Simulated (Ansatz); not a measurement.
Ansatz (a program for electronic structure) job for ClH6NOSi2, SMILES [SiH2](O[SiH2]N)Cl, PBE-D3(BJ)/def2-SVP. 

Ansatz 0.2 input:
```yaml
crystal:
  periodic: [false, false, false]
  atoms:
    - {symbol: Si, position_ang: [1.04816015, -0.64562081, 0.84297992]}
    - {symbol: Cl, position_ang: [1.53230471, -0.64380631, -1.19145192]}
    - {symbol: O, position_ang: [-0.11505150, 0.47864302, 1.12657467]}
    - {symbol: Si, position_ang: [-1.43559892, 1.10998455, 0.28836337]}
    - {symbol: N, position_ang: [-2.11367366, 0.02088990, -0.85598773]}
    - {symbol: H, position_ang: [2.27128365, -0.29796156, 1.60158282]}
    - {symbol: H, position_ang: [0.57298883, -2.01301412, 1.17020344]}
    - {symbol: H, position_ang: [-0.95689683, 2.31972926, -0.42454248]}
    - {symbol: H, position_ang: [-2.46580341, 1.41716003, 1.30994090]}
    - {symbol: H, position_ang: [-1.59881228, -0.22737152, -1.69581373]}
    - {symbol: H, position_ang: [-2.73166966, -0.73030070, -0.56617764]}
basis:
  gaussian:
    orbitals: def2-SVP
hamiltonian:
  xc: pbe
  dispersion: d3bj
relax: {f_tol: 0.002, max_steps: 200}
```

It prints:

```
WARN ansatz: RAYON_NUM_THREADS=1 ignored (pool sized by the plan → 1); use --threads N
Functional definition: PBE
integrals: 0.06 GiB planned
1250 factors; their error is unknown
mean field: 0.32 GiB planned
mean field evaluation 1: about -31876.2309 eV, gradient 7.8e1 eV
mean field evaluation 2: about -31826.3360 eV, gradient 1.6e2 eV
mean field evaluation 4: about -31887.1991 eV, gradient 1.6e1 eV
mean field evaluation 8: about -31887.7226 eV, gradient 1.3e-1 eV
mean field evaluation 16: about -31887.6333 eV, gradient 1.5e-4 eV
mean field -31887.63327921 eV, -1171.8489087969 hartree, gradient 5.5e-5 eV, S^2 0.000000; 0 other end points of the search recorded, 0 dependent functions left out
the calculation of the forces begins
reference -31887.63331895 eV, -1171.8489102574 hartree; 33, 33 occupied and 79, 79 virtual orbitals, 1250 factors
relax step   1: F+E_penalty+E_count = -31887.91447340 eV  Δ(F+E_penalty+E_count) = +0.000e0 eV  max|allowed force component| = 3.501e-1 eV/Å  Δτ_max = 0.0000 Å  (28 SCF iters, accepted)
these checks for a lower state are left out or cut short: starts, cluster_reference, orbital_swaps, neighbouring_geometries, increment
integrals: 0.06 GiB planned
1250 factors; their error is unknown
mean field: 0.32 GiB planned
mean field -31887.64907727 eV, -1171.8494893649 hartree, gradient 2.1e-5 eV, S^2 0.000000; 0 other end points of the search recorded, 0 dependent functions left out
the calculation of the forces begins
reference -31887.64911718 eV, -1171.8494908314 hartree; 33, 33 occupied and 79, 79 virtual orbitals, 1250 factors
relax step   2: F+E_penalty+E_count = -31887.92851987 eV  Δ(F+E_penalty+E_count) = -1.405e-2 eV  max|allowed force component| = 2.009e-1 eV/Å  Δτ_max = 0.0214 Å  (29 SCF iters, accepted)
these checks for a lower state are left out or cut short: starts, cluster_reference, orbital_swaps, neighbouring_geometries, increment
integrals: 0.06 GiB planned
1250 factors; their error is unknown
mean field: 0.31 GiB planned
mean field evaluation 32: about -31887.6530 eV, gradient 2.2e-5 eV
mean field -31887.65304253 eV, -1171.8496350854 hartree, gradient 2.2e-5 eV, S^2 0.000000; 0 other end points of the search recorded, 0 dependent functions left out
the calculation of the forces begins
reference -31887.65308248 eV, -1171.8496365537 hartree; 33, 33 occupied and 79, 79 virtual orbitals, 1250 factors
relax step   3: F+E_penalty+E_count = -31887.93167137 eV  Δ(F+E_penalty+E_count) = -3.151e-3 eV  max|allowed force component| = 6.204e-2 eV/Å  Δτ_max = 0.0106 Å  (31 SCF iters, accepted)
these checks for a lower state are left out or cut short: starts, cluster_reference, orbital_swaps, neighbouring_geometries, increment
integrals: 0.06 GiB planned
1250 factors; their error is unknown
mean field: 0.31 GiB planned
mean field -31887.65338205 eV, -1171.8496475624 hartree, gradient 2.2e-5 eV, S^2 0.000000; 0 other end points of the search recorded, 0 dependent functions left out
the calculation of the forces begins
reference -31887.65342196 eV, -1171.8496490294 hartree; 33, 33 occupied and 79, 79 virtual orbitals, 1250 factors
relax step   4: F+E_penalty+E_count = -31887.93219207 eV  Δ(F+E_penalty+E_count) = -5.207e-4 eV  max|allowed force component| = 2.204e-2 eV/Å  Δτ_max = 0.0104 Å  (30 SCF iters, accepted)
these checks for a lower state are left out or cut short: starts, cluster_reference, orbital_swaps, neighbouring_geometries, increment
integrals: 0.06 GiB planned
1250 factors; their error is unknown
mean field: 0.32 GiB planned
mean field -31887.65293706 eV, -1171.8496312094 hartree, gradient 2.2e-5 eV, S^2 0.000000; 0 other end points of the search recorded, 0 dependent functions left out
the calculation of the forces begins
reference -31887.65297684 eV, -1171.8496326715 hartree; 33, 33 occupied and 79, 79 virtual orbitals, 1250 factors
relax step   5: F+E_penalty+E_count = -31887.93283016 eV  Δ(F+E_penalty+E_count) = -6.381e-4 eV  max|allowed force component| = 3.245e-2 eV/Å  Δτ_max = 0.0322 Å  (30 SCF iters, accepted)
these checks for a lower state are left out or cut short: starts, cluster_reference, orbital_swaps, neighbouring_geometries, increment
integrals: 0.06 GiB planned
1250 factors; their error is unknown
mean field: 0.32 GiB planned
mean field -31887.65308311 eV, -1171.8496365768 hartree, gradient 2.2e-5 eV, S^2 0.000000; 0 other end points of the search recorded, 0 dependent functions left out
the calculation of the forces begins
reference -31887.65312291 eV, -1171.8496380393 hartree; 33, 33 occupied and 79, 79 virtual orbitals, 1250 factors
[...]
the calculation of the forces begins
reference -31887.65201244 eV, -1171.8495972304 hartree; 33, 33 occupied and 79, 79 virtual orbitals, 1250 factors
relax step   9: F+E_penalty+E_count = -31887.93375149 eV  Δ(F+E_penalty+E_count) = -2.222e-4 eV  max|allowed force component| = 2.366e-2 eV/Å  Δτ_max = 0.0144 Å  (30 SCF iters, accepted)
these checks for a lower state are left out or cut short: starts, cluster_reference, orbital_swaps, neighbouring_geometries, increment
integrals: 0.06 GiB planned
1250 factors; their error is unknown
mean field: 0.32 GiB planned
mean field -31887.65167056 eV, -1171.8495846665 hartree, gradient 2.2e-5 eV, S^2 0.000000; 0 other end points of the search recorded, 0 dependent functions left out
the calculation of the forces begins
reference -31887.65171006 eV, -1171.8495861180 hartree; 33, 33 occupied and 79, 79 virtual orbitals, 1250 factors
relax step  10: F+E_penalty+E_count = -31887.93401552 eV  Δ(F+E_penalty+E_count) = -2.640e-4 eV  max|allowed force component| = 2.886e-2 eV/Å  Δτ_max = 0.0382 Å  (29 SCF iters, accepted)
these checks for a lower state are left out or cut short: starts, cluster_reference, orbital_swaps, neighbouring_geometries, increment
integrals: 0.06 GiB planned
1250 factors; their error is unknown
mean field: 0.32 GiB planned
mean field -31887.65131616 eV, -1171.8495716425 hartree, gradient 2.1e-5 eV, S^2 0.000000; 0 other end points of the search recorded, 0 dependent functions left out
the calculation of the forces begins
reference -31887.65135561 eV, -1171.8495730922 hartree; 33, 33 occupied and 79, 79 virtual orbitals, 1250 factors
relax step  11: F+E_penalty+E_count = -31887.93413434 eV  Δ(F+E_penalty+E_count) = -1.188e-4 eV  max|allowed force component| = 2.707e-2 eV/Å  Δτ_max = 0.0143 Å  (30 SCF iters, accepted)
these checks for a lower state are left out or cut short: starts, cluster_reference, orbital_swaps, neighbouring_geometries, increment
integrals: 0.06 GiB planned
1250 factors; their error is unknown
mean field: 0.32 GiB planned
mean field -31887.65124531 eV, -1171.8495690390 hartree, gradient 1.3e-5 eV, S^2 0.000000; 0 other end points of the search recorded, 0 dependent functions left out
the calculation of the forces begins
reference -31887.65128474 eV, -1171.8495704880 hartree; 33, 33 occupied and 79, 79 virtual orbitals, 1250 factors
relax step  12: F+E_penalty+E_count = -31887.93417754 eV  Δ(F+E_penalty+E_count) = -4.320e-5 eV  max|allowed force component| = 2.546e-2 eV/Å  Δτ_max = 0.0071 Å  (24 SCF iters, accepted)
these checks for a lower state are left out or cut short: starts, cluster_reference, orbital_swaps, neighbouring_geometries, increment
integrals: 0.06 GiB planned
1250 factors; their error is unknown
mean field: 0.32 GiB planned
mean field evaluation 96: about -31887.7411 eV, gradient 5.3e-4 eV
mean field -31887.65127716 eV, -1171.8495702093 hartree, gradient 2.1e-5 eV, S^2 0.000000; 0 other end points of the search recorded, 0 dependent functions left out
the calculation of the forces begins
reference -31887.65131658 eV, -1171.8495716579 hartree; 33, 33 occupied and 79, 79 virtual orbitals, 1250 factors
relax step  13: F+E_penalty+E_count = -31887.93421066 eV  Δ(F+E_penalty+E_count) = -3.311e-5 eV  max|allowed force component| = 1.456e-2 eV/Å  Δτ_max = 0.0075 Å  (30 SCF iters, accepted)
these checks for a lower state are left out or cut short: starts, cluster_reference, orbital_swaps, neighbouring_geometries, increment
integrals: 0.06 GiB planned
1250 factors; their error is unknown
mean field: 0.32 GiB planned
mean field -31887.65130769 eV, -1171.8495713312 hartree, gradient 1.1e-5 eV, S^2 0.000000; 0 other end points of the search recorded, 0 dependent functions left out
the calculation of the forces begins
reference -31887.65134710 eV, -1171.8495727797 hartree; 33, 33 occupied and 79, 79 virtual orbitals, 1250 factors
relax step  14: F+E_penalty+E_count = -31887.93422590 eV  Δ(F+E_penalty+E_count) = -1.524e-5 eV  max|allowed force component| = 5.982e-3 eV/Å  Δτ_max = 0.0029 Å  (23 SCF iters, accepted)
these checks for a lower state are left out or cut short: starts, cluster_reference, orbital_swaps, neighbouring_geometries, increment
integrals: 0.06 GiB planned
1250 factors; their error is unknown
mean field: 0.32 GiB planned
mean field -31887.65132154 eV, -1171.8495718401 hartree, gradient 8.1e-6 eV, S^2 0.000000; 0 other end points of the search recorded, 0 dependent functions left out
the calculation of the forces begins
reference -31887.65136095 eV, -1171.8495732886 hartree; 33, 33 occupied and 79, 79 virtual orbitals, 1250 factors
relax step  15: F+E_penalty+E_count = -31887.93423008 eV  Δ(F+E_penalty+E_count) = -4.177e-6 eV  max|allowed force component| = 2.612e-3 eV/Å  Δτ_max = 0.0023 Å  (24 SCF iters, accepted)
these checks for a lower state are left out or cut short: starts, cluster_reference, orbital_swaps, neighbouring_geometries, increment
integrals: 0.06 GiB planned
1250 factors; their error is unknown
mean field: 0.32 GiB planned
mean field -31887.65137692 eV, -1171.8495738753 hartree, gradient 6.7e-6 eV, S^2 0.000000; 0 other end points of the search recorded, 0 dependent functions left out
the calculation of the forces begins
reference -31887.65141634 eV, -1171.8495753240 hartree; 33, 33 occupied and 79, 79 virtual orbitals, 1250 factors
relax step  16: F+E_penalty+E_count = -31887.93422986 eV  Δ(F+E_penalty+E_count) = +2.165e-7 eV  max|allowed force component| = 3.561e-3 eV/Å  Δτ_max = 0.0014 Å  (23 SCF iters, rejected (line search))
these checks for a lower state are left out or cut short: starts, cluster_reference, orbital_swaps, neighbouring_geometries, increment
integrals: 0.06 GiB planned
1250 factors; their error is unknown
mean field: 0.32 GiB planned
mean field -31887.65132238 eV, -1171.8495718709 hartree, gradient 4.5e-5 eV, S^2 0.000000; 0 other end points of the search recorded, 0 dependent functions left out
the calculation of the forces begins
reference -31887.65136179 eV, -1171.8495733195 hartree; 33, 33 occupied and 79, 79 virtual orbitals, 1250 factors
relax step  17: F+E_penalty+E_count = -31887.93423125 eV  Δ(F+E_penalty+E_count) = -1.173e-6 eV  max|allowed force component| = 1.246e-3 eV/Å  Δτ_max = 0.0007 Å  (20 SCF iters, accepted)
integrals: 0.06 GiB planned
1250 factors; their error is unknown
mean field: 0.32 GiB planned
mean field evaluation 128: about -31886.8499 eV, gradient 1.9e1 eV
mean field -31887.65132238 eV, -1171.8495718709 hartree, gradient 4.5e-5 eV, S^2 0.000000; 1 other end points of the search recorded, 0 dependent functions left out
the calculation of the forces begins
reference -31887.65136179 eV, -1171.8495733195 hartree; 33, 33 occupied and 79, 79 virtual orbitals, 1250 factors
Total energy: -31887.93427067 eV, -1171.8599700289 hartree
Atom 0 at     1.020946    -0.632596     0.817689 Å, force    -0.000154     0.000149     0.000226 eV/Å
Atom 1 at     1.568618    -0.574865    -1.203763 Å, force    -0.000057    -0.000014    -0.000394 eV/Å
Atom 2 at    -0.071656     0.569777     1.146138 Å, force     0.000410    -0.000140    -0.000519 eV/Å
Atom 3 at    -1.431011     1.130411     0.286902 Å, force    -0.000449    -0.000106     0.001246 eV/Å
Atom 4 at    -2.094301    -0.014443    -0.826562 Å, force     0.000492     0.000149    -0.000556 eV/Å
Atom 5 at     2.250479    -0.400051     1.634583 Å, force     0.000237     0.000021     0.000190 eV/Å
Atom 6 at     0.441485    -1.993068     1.064850 Å, force    -0.000203    -0.000165     0.000207 eV/Å
Atom 7 at    -0.995099     2.339835    -0.479456 Å, force    -0.000321    -0.000146    -0.000203 eV/Å
Atom 8 at    -2.470551     1.437829     1.318331 Å, force    -0.000129     0.000151     0.000031 eV/Å
Atom 9 at    -1.561781    -0.270307    -1.662170 Å, force    -0.000007    -0.000347    -0.000297 eV/Å
Atom 10 at    -2.649897    -0.804190    -0.490872 Å, force     0.000180     0.000447     0.000069 eV/Å
Dipole moment:    -0.192830    -0.265650     0.022497 e Å
```

The run converged.

Cost: roughly 40 core-seconds.
